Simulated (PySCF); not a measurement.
## Polarisability and C₆ of I (iodine, neutral)

[Kr] 4d10 5s2 5p5, 2P determinant. All numbers are calculated (PySCF 2.14, scalar relativity through the core potential, in aug-cc-pV5Z-PP with ECP28MDF (8s8p6d4f3g2h, 139 functions)). Coupled (time-dependent) response in atomic units; α is the mean over directions.

```tsv
method	mean α (bohr³)	α xx, yy, zz	C₆ (like pair)	S(−4)
PBE0	33.22	30.48, 34.59, 34.59	359.3	226.8
BHandHLYP	32.55	29.96, 33.84, 33.84	349.9	214.9
```

S(−4) is the Cauchy moment in α(ω) = α(0) + S(−4) ω² + …

Reference α: 32.9 ± 1.3 bohr³ (recommended; Schwerdtfeger and Nagle, table of static dipole polarizabilities (2023 update)). Published C₆: 385.0 (Chu and Dalgarno (2004); Tang, Norbeck and Certain (1976)).

Spin-orbit coupling is absent.

α(iu) at PBE0:

```csv
u (hartree),α(iu) (bohr³)
0,33.22
0.0500,32.67
0.100,31.14
0.200,26.51
0.300,21.61
0.500,14.19
0.750,8.933
1.00,6.109
1.50,3.440
2.00,2.269
3.00,1.256
5.00,0.5762
```

A single London oscillator, α(iu) = α/(1 + u²/ω²), gives C₆ = (3/4) ω α². Matching the computed C₆ needs ω = 4 × 359.3 / (3 × 33.22²) = 0.434 hartree.

The components differ because the open shell of this determinant is not spherical; for a pure term their mean is the scalar polarisability.

Energies and moments cover only the electrons outside the core potential.
